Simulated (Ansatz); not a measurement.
C₂H₇BrSi, SMILES `C[SiH2]CBr`, relaxed with RKS PBE0-D4/def2-TZVP in Ansatz from a PBE-D4/def2-SVP geometry. The force threshold is 0.005 eV/Å; the program also tests the step.

Charge 0, multiplicity 1.

Start:

```xyz
11

C     0.222    0.996   -1.231
Si   -0.113    0.545    0.568
C     0.028   -1.336    0.837
Br   -1.283   -2.296   -0.276
H    -0.511    0.494   -1.895
H     0.142    2.091   -1.384
H     1.240    0.678   -1.536
H    -1.487    0.985    0.997
H     0.905    1.187    1.479
H     1.026   -1.724    0.555
H    -0.171   -1.620    1.888
```

(1) By how much does the energy fall, and how many steps does the optimiser take? (Estimate.)

(2) Which bonds change most? (Estimate.)

(3) Give the relaxed structure. (Estimate.)

## Answers

(1) Ansatz gave: 4.28 kJ/mol, in 4 steps.

(2) The calculation gave: Si2–C3 from 1.906 to 1.884 Å; C3–Br4 from 1.970 to 1.949 Å; C1–Si2 from 1.885 to 1.864 Å; Si2–H8 from 1.505 to 1.486 Å.

(3) The calculation gave: 
```xyz
11

C     0.219    0.984   -1.220
Si   -0.107    0.537    0.560
C     0.033   -1.321    0.834
Br   -1.268   -2.261   -0.272
H    -0.500    0.491   -1.877
H     0.134    2.063   -1.366
H     1.224    0.679   -1.520
H    -1.465    0.966    0.986
H     0.897    1.182    1.455
H     1.011   -1.713    0.556
H    -0.178   -1.607    1.864
```
